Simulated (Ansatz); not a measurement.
CH$_{2}$BBrO$_{3}$ (`OB1OC(Br)O1`), relaxed with RKS PBE-D4/def2-SVP in the Gaussian-basis code of Ansatz from a rough embedded geometry. The force threshold is 0.03 eV/Å; the program also tests the step.

The species carries charge 0 and has multiplicity 1.

Start:

```xyz
8

O    -2.321    0.012   -0.056
B    -0.904   -0.181    0.243
O     0.173   -0.857   -0.503
C     1.135   -0.060    0.009
Br    2.423   -0.912    1.080
O     0.203    0.668    0.815
H    -2.267    0.693   -0.818
H     1.558    0.637   -0.771
```

**Question.** How much energy does the relaxation release, and in how many steps? (An estimate is asked.)

**Answer.** The calculation gave: 1.49 eV, in 11 steps, 1 of them rejected.

**Question.** Which bonds change most? (An estimate is asked.)

**Answer.** The calculation gave: O1–B2 from 1.461 to 1.343 Å; B2–O6 from 1.507 to 1.410 Å; C4–Br5 from 1.879 to 1.964 Å.

**Question.** Give the relaxed structure. (An estimate is asked.)

**Answer.** Ansatz gave: 
```xyz
8

O    -2.095   -0.087   -0.369
B    -0.764   -0.059   -0.192
O     0.229   -0.923   -0.680
C     1.100   -0.024   -0.022
Br    2.156   -0.873    1.399
O     0.092    0.838    0.479
H    -2.547    0.651    0.078
H     1.828    0.476   -0.692
```
